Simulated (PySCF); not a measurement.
Ionisation energy of Sb by level of theory

Sb [Kr] 4d10 5s2 5p3 (4S) → Sb⁺ [Kr] 4d10 5s2 5p2 (3P), as a difference of total energies. Computed with PySCF 2.14 in x2c-TZVPall, with the spin-free X2C one-electron Hamiltonian (Gaussian nucleus). Correlated levels: valence: [Kr] 4d10 frozen. The calculations carry no spin-orbit coupling.

| method | ionisation energy (eV) |
| --- | --- |
| UHF | 8.577 |
| BP86 | 9.061 |
| r2SCAN | 9.171 |
| MP2 (valence) | 8.969 |
| SCS-MP2 (valence) | 8.850 |

Problem. How much does correlation contribute at MP2 (valence)?

Solution. 8.969 − (8.577) = 0.392 eV, measured against UHF.

Errors of the correlated levels include the incompleteness of this basis and the frozen core.

For comparison: 9.124 eV (measured; NIST levels, between the centres of gravity of the two terms).
